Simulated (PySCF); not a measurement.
Computed IR spectrum (relative IR intensity) of a molecule C₂H₇NSi₃. Coordinates come from a B3LYP-D3(BJ)/def2-SVP optimisation. One conformer was computed; it need not be the lowest. Method: B3LYP-D3(BJ)/def2-SVP in PySCF 2.14.0. Frequencies are harmonic and unscaled.

| ν (cm⁻¹) | relative intensity |
|---|---|
| 282 | 2.8 |
| 308 | 3.9 |
| 469 | 23 |
| 473 | 3.8 |
| 510 | 5.1 |
| 626 | 4.7 |
| 653 | 8.8 |
| 704 | 26 |
| 721 | 3.6 |
| 727 | 10 |
| 740 | 8.5 |
| 777 | 50 |
| 851 | 33 |
| 898 | 100 |
| 978 | 78 |
| 1008 | 2.2 |
| 1126 | 28 |
| 2139 | 6.2 |
| 2184 | 53 |
| 2186 | 69 |
| 2192 | 36 |
| 2197 | 18 |
| 2224 | 29 |
| 3456 | 19 |
| 3579 | 8.0 |

**Question.** Identify the compound among the candidates.
A. C#C[SiH]1[SiH2]N[SiH2]1
B. C#C[Si@H]1N[SiH2][SiH2]1
C. N#CC1[SiH2][SiH2][SiH2]1

**Answer.** A, C#C[SiH]1[SiH2]N[SiH2]1
